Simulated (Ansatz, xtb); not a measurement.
# Two isomers of ClFGeH3NO

We compare X, `[NH2][Ge@]([OH])([F])[Cl]`, a singlet, with Y, `[NH3+][Ge@-](=[O])([F])[Cl]`, a singlet. Both are isolated molecules in the gas phase, relaxed with B3LYP/6-31G*; the shapes shown needn't be the lowest conformers.

X (Å):

```xyz
8

Cl   -0.8281   -1.5071   -2.0598
F    -3.0066   -0.9801    0.1488
Ge   -2.0594   -0.0848   -0.9984
N    -1.1988    1.1888   -0.0105
O    -3.0980    0.6362   -2.2358
H    -0.9218    0.8297    0.9007
H    -0.3793    1.5652   -0.4815
H    -3.5520    1.4065   -1.8527
```

Y (Å):

```yaml
atoms:
  - { symbol: Cl, position_ang: [-0.9791, -1.0806, -2.5880] }
  - { symbol: F, position_ang: [-1.4319, -1.1005, 0.4713] }
  - { symbol: Ge, position_ang: [-2.3292, -0.5821, -0.9390] }
  - { symbol: N, position_ang: [-1.6392, 1.3937, -0.6730] }
  - { symbol: O, position_ang: [-3.9747, -0.5164, -1.0162] }
  - { symbol: H, position_ang: [-2.4613, 1.9945, -0.5914] }
  - { symbol: H, position_ang: [-1.0975, 1.4343, 0.1917] }
  - { symbol: H, position_ang: [-1.0602, 1.7068, -1.4531] }
```

**Question.** Which of the two would you expect CCSD(T)/def2-SVP + ΔMP2/def2-TZVPP electronic energies to favour?

**Answer.** Structure X; the calculation gives E(Y) − E(X) = +28.1 kcal/mol.

How the difference moves with the method:

```json
{"level": "GFN2-xTB", "geometry": "GFN2-xTB", "E(Y) − E(X) (kcal/mol)": "+15.7", "departure from the last row (kcal/mol)": "−12.4", "job, with rough time for the two": "optimisation, 0.58 s"}
{"level": "HF/STO-3G", "geometry": "GFN2-xTB", "E(Y) − E(X) (kcal/mol)": "+65.9", "departure from the last row (kcal/mol)": "+37.8", "job, with rough time for the two": "single point, 2.3 s"}
{"level": "r2SCAN-D4/def2-SVP", "geometry": "GFN2-xTB", "E(Y) − E(X) (kcal/mol)": "+27.4", "departure from the last row (kcal/mol)": "−0.7", "job, with rough time for the two": "single point, 14 s"}
{"level": "B3LYP/6-31G*", "geometry": "B3LYP/6-31G*", "E(Y) − E(X) (kcal/mol)": "+20.1", "departure from the last row (kcal/mol)": "−7.9", "job, with rough time for the two": "optimisation, 8.5 min"}
{"level": "HF/def2-SVP", "geometry": "B3LYP/6-31G*", "E(Y) − E(X) (kcal/mol)": "+35.5", "departure from the last row (kcal/mol)": "+7.4", "job, with rough time for the two": "part of the CCSD(T) run"}
{"level": "MP2/def2-SVP", "geometry": "B3LYP/6-31G*", "E(Y) − E(X) (kcal/mol)": "+24.4", "departure from the last row (kcal/mol)": "−3.7", "job, with rough time for the two": "part of the CCSD(T) run"}
{"level": "CCSD(T)/def2-SVP", "geometry": "B3LYP/6-31G*", "E(Y) − E(X) (kcal/mol)": "+25.7", "departure from the last row (kcal/mol)": "−2.4", "job, with rough time for the two": "single point"}
{"level": "CCSD(T)/def2-SVP + ΔMP2/def2-TZVPP", "geometry": "B3LYP/6-31G*", "E(Y) − E(X) (kcal/mol)": "+28.1", "departure from the last row (kcal/mol)": "", "job, with rough time for the two": "single point, 2.8 min"}
```

As drawn, Y has 1 Ge=O, 1 N–H in place of 1 Ge–O, 1 O–H.

The levels shown agree on the order. The largest departure from CCSD(T)/def2-SVP + ΔMP2/def2-TZVPP is that of HF/STO-3G, 37.8 kcal/mol. The last row adds to CCSD(T) the change of the MP2 difference between the two basis sets, here +2.4 kcal/mol.

With harmonic frequencies from B3LYP/6-31G* (ideal gas, rigid rotor, one conformer each, 298.15 K, 1 atm): the zero-point term adds +1.4 kcal/mol; ΔH is +29.5 and ΔG +29.2 kcal/mol.

The correlated steps freeze 17 core orbitals; the filled d shell of Ge is correlated, in a basis made for valence electrons. Run with Ansatz 0.2.0, xtb 6.7.1; the last row on 1 thread of AMD EPYC (Zen 3) on a shared host.
